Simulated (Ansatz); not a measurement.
## Molecular dynamics of CH9NO2Si2

Input file:

```yaml
crystal:
  periodic: [false, false, false]
  atoms:
    - { symbol: Si, position_ang: [0.012068, -0.025698, 0.070222] }
    - { symbol: "N", position_ang: [-0.379304, -0.108238, 1.821717] }
    - { symbol: H, position_ang: [-0.538877, 0.869058, 2.20105] }
    - { symbol: H, position_ang: [0.462287, -0.442209, 2.375065] }
    - { symbol: O, position_ang: [1.655622, 0.242969, -0.36905] }
    - { symbol: H, position_ang: [2.07114, -0.698694, -0.269236] }
    - { symbol: C, position_ang: [-0.975908, 1.402899, -0.657294] }
    - { symbol: H, position_ang: [-2.023266, 1.379785, -0.31162] }
    - { symbol: H, position_ang: [-0.543924, 2.374395, -0.362052] }
    - { symbol: H, position_ang: [-0.983145, 1.363633, -1.75944] }
    - { symbol: O, position_ang: [-0.372176, -1.5678, -0.546124] }
    - { symbol: Si, position_ang: [-1.538634, -2.453749, 0.356798] }
    - { symbol: H, position_ang: [-1.004376, -3.027967, 1.591049] }
    - { symbol: H, position_ang: [-2.758824, -1.711727, 0.668348] }
    - { symbol: H, position_ang: [-1.895383, -3.564157, -0.518932] }
basis:
  gaussian: { orbitals: STO-3G }
hamiltonian:
  xc: pbe
md:
  timestep: 1.0
  n_steps: 150
  ensemble: nve
  temperature: 700.0
  initial_velocities: maxwell_boltzmann
  seed: 153038
```

Command:

```bash
$ ansatz run input.yaml --threads 1 --pin off --max-ram 2048MiB --backend cpu --events-out ev --progress --plain --runs-dir out
```

It starts from a relaxed structure.

Output, in part (one step line in 6, the closing report, with atoms numbered from 0):

```
md step     0: t =     0.00 fs  T =   700.0 K  F+E_penalty+E_count = -22236.17440773 eV  E_kin = 1.176266 eV  conserved = -22234.99814174 eV  (23 SCF iters)
md step     6: t =     6.00 fs  T =   378.0 K  F+E_penalty+E_count = -22235.62244477 eV  E_kin = 0.635235 eV  conserved = -22234.98720970 eV  (27 SCF iters)
md step    12: t =    12.00 fs  T =   219.2 K  F+E_penalty+E_count = -22235.33698571 eV  E_kin = 0.368295 eV  conserved = -22234.96869064 eV  (28 SCF iters)
md step    18: t =    18.00 fs  T =   317.1 K  F+E_penalty+E_count = -22235.50359396 eV  E_kin = 0.532822 eV  conserved = -22234.97077179 eV  (27 SCF iters)
md step    24: t =    24.00 fs  T =   391.9 K  F+E_penalty+E_count = -22235.64013399 eV  E_kin = 0.658495 eV  conserved = -22234.98163921 eV  (26 SCF iters)
md step    30: t =    30.00 fs  T =   414.6 K  F+E_penalty+E_count = -22235.68327609 eV  E_kin = 0.696630 eV  conserved = -22234.98664613 eV  (27 SCF iters)
md step    36: t =    36.00 fs  T =   217.2 K  F+E_penalty+E_count = -22235.33793146 eV  E_kin = 0.364987 eV  conserved = -22234.97294401 eV  (24 SCF iters)
md step    42: t =    42.00 fs  T =   351.5 K  F+E_penalty+E_count = -22235.56410936 eV  E_kin = 0.590617 eV  conserved = -22234.97349257 eV  (26 SCF iters)
md step    48: t =    48.00 fs  T =   377.6 K  F+E_penalty+E_count = -22235.62392685 eV  E_kin = 0.634459 eV  conserved = -22234.98946787 eV  (27 SCF iters)
md step    54: t =    54.00 fs  T =   302.2 K  F+E_penalty+E_count = -22235.49337024 eV  E_kin = 0.507859 eV  conserved = -22234.98551155 eV  (26 SCF iters)
md step    60: t =    60.00 fs  T =   327.5 K  F+E_penalty+E_count = -22235.52135632 eV  E_kin = 0.550250 eV  conserved = -22234.97110657 eV  (27 SCF iters)
md step    66: t =    66.00 fs  T =   362.9 K  F+E_penalty+E_count = -22235.58581246 eV  E_kin = 0.609873 eV  conserved = -22234.97593901 eV  (26 SCF iters)
md step    72: t =    72.00 fs  T =   401.6 K  F+E_penalty+E_count = -22235.66418776 eV  E_kin = 0.674867 eV  conserved = -22234.98932037 eV  (27 SCF iters)
md step    78: t =    78.00 fs  T =   304.8 K  F+E_penalty+E_count = -22235.49461769 eV  E_kin = 0.512130 eV  conserved = -22234.98248772 eV  (26 SCF iters)
md step    84: t =    84.00 fs  T =   343.5 K  F+E_penalty+E_count = -22235.55009954 eV  E_kin = 0.577265 eV  conserved = -22234.97283414 eV  (28 SCF iters)
md step    90: t =    90.00 fs  T =   367.5 K  F+E_penalty+E_count = -22235.59143332 eV  E_kin = 0.617468 eV  conserved = -22234.97396531 eV  (26 SCF iters)
md step    96: t =    96.00 fs  T =   284.5 K  F+E_penalty+E_count = -22235.45959157 eV  E_kin = 0.478103 eV  conserved = -22234.98148854 eV  (28 SCF iters)
md step   102: t =   102.00 fs  T =   351.3 K  F+E_penalty+E_count = -22235.57665232 eV  E_kin = 0.590342 eV  conserved = -22234.98631048 eV  (26 SCF iters)
md step   108: t =   108.00 fs  T =   393.7 K  F+E_penalty+E_count = -22235.63629920 eV  E_kin = 0.661533 eV  conserved = -22234.97476583 eV  (25 SCF iters)
md step   114: t =   114.00 fs  T =   286.9 K  F+E_penalty+E_count = -22235.45710905 eV  E_kin = 0.482081 eV  conserved = -22234.97502806 eV  (25 SCF iters)
md step   120: t =   120.00 fs  T =   349.1 K  F+E_penalty+E_count = -22235.57171289 eV  E_kin = 0.586539 eV  conserved = -22234.98517415 eV  (27 SCF iters)
md step   126: t =   126.00 fs  T =   390.9 K  F+E_penalty+E_count = -22235.63742047 eV  E_kin = 0.656818 eV  conserved = -22234.98060224 eV  (27 SCF iters)
md step   132: t =   132.00 fs  T =   320.5 K  F+E_penalty+E_count = -22235.51686670 eV  E_kin = 0.538577 eV  conserved = -22234.97828986 eV  (28 SCF iters)
md step   138: t =   138.00 fs  T =   331.8 K  F+E_penalty+E_count = -22235.53762581 eV  E_kin = 0.557558 eV  conserved = -22234.98006768 eV  (28 SCF iters)
md step   144: t =   144.00 fs  T =   325.2 K  F+E_penalty+E_count = -22235.52592559 eV  E_kin = 0.546381 eV  conserved = -22234.97954480 eV  (27 SCF iters)
md step   150: t =   150.00 fs  T =   432.8 K  F+E_penalty+E_count = -22235.71071542 eV  E_kin = 0.727236 eV  conserved = -22234.98347916 eV  (24 SCF iters)
Total energy: -22235.71074413 eV, -817.1472979407 hartree
Atom 0 at     0.007365    -0.062555     0.081270 Å, force    -1.037148     2.056509     0.756930 eV/Å
Atom 1 at    -0.307555     0.059075     1.790698 Å, force    -0.751833    -0.812781    -2.759610 eV/Å
Atom 2 at    -0.985880     0.766033     2.073716 Å, force    -0.186433     0.614638     0.892537 eV/Å
Atom 3 at     0.418857    -0.199235     2.427646 Å, force     1.122440    -0.153635     1.829414 eV/Å
Atom 4 at     1.662100     0.172354    -0.239383 Å, force     0.745981    -1.018990    -1.033950 eV/Å
Atom 5 at     1.824979    -0.596535    -0.953602 Å, force     0.015939     0.836237     0.784830 eV/Å
Atom 6 at    -1.029810     1.425199    -0.606583 Å, force     0.910227    -1.308357     0.300852 eV/Å
Atom 7 at    -1.399123     2.028024     0.224069 Å, force    -0.045694     0.421124     0.152974 eV/Å
Atom 8 at    -0.401107     2.008183    -1.272859 Å, force     0.414832     0.660132    -0.120908 eV/Å
Atom 9 at    -1.866782     1.114319    -1.207616 Å, force    -0.979321    -0.435969    -0.443581 eV/Å
Atom 10 at    -0.351547    -1.568230    -0.563234 Å, force    -0.545698    -0.637287    -0.482543 eV/Å
Atom 11 at    -1.532605    -2.467894     0.299751 Å, force    -0.112037    -1.330030     0.339527 eV/Å
Atom 12 at    -0.882209    -3.096565     1.464352 Å, force    -0.256619     0.315584    -0.020787 eV/Å
Atom 13 at    -2.830864    -1.891492     0.699490 Å, force     0.469441     0.326746    -0.066276 eV/Å
Atom 14 at    -1.914168    -3.632627    -0.519060 Å, force     0.235923     0.466081    -0.129409 eV/Å
Dipole moment:    -0.068137     0.085489     0.057625 e Å
```

All steps were run. The conserved energy stayed within 2.2 meV per atom of its start (net change 0.98 meV per atom), so there is no drift, though single steps change it by up to 21 meV in the whole system, a sign of fast motions only just resolved. Over the second half the temperature averaged 0.49 of the 700 K drawn at the start: a run that starts near a minimum puts about half its kinetic energy into the potential. A run of 0.15 ps of so small a system gives no equilibrium averages. Limits of this set-up: minimal basis.

The same pairs are bonded in the first frame and the last. Pairs count as bonded within 1.25 times the sum of covalent radii (0.12 Å more for H–H).

Last frame:

```xyz
15
Properties=species:S:1:pos:R:3
Si 0.007 -0.063 0.081
N -0.308 0.059 1.791
H -0.986 0.766 2.074
H 0.419 -0.199 2.428
O 1.662 0.172 -0.239
H 1.825 -0.597 -0.954
C -1.030 1.425 -0.607
H -1.399 2.028 0.224
H -0.401 2.008 -1.273
H -1.867 1.114 -1.208
O -0.351 -1.568 -0.563
Si -1.533 -2.468 0.300
H -0.882 -3.097 1.464
H -2.831 -1.891 0.700
H -1.914 -3.633 -0.519
```

Time of the run: 9.5 min on 1 thread of Arm Neoverse V1, with other jobs on the host, peak memory 0.1 GiB.
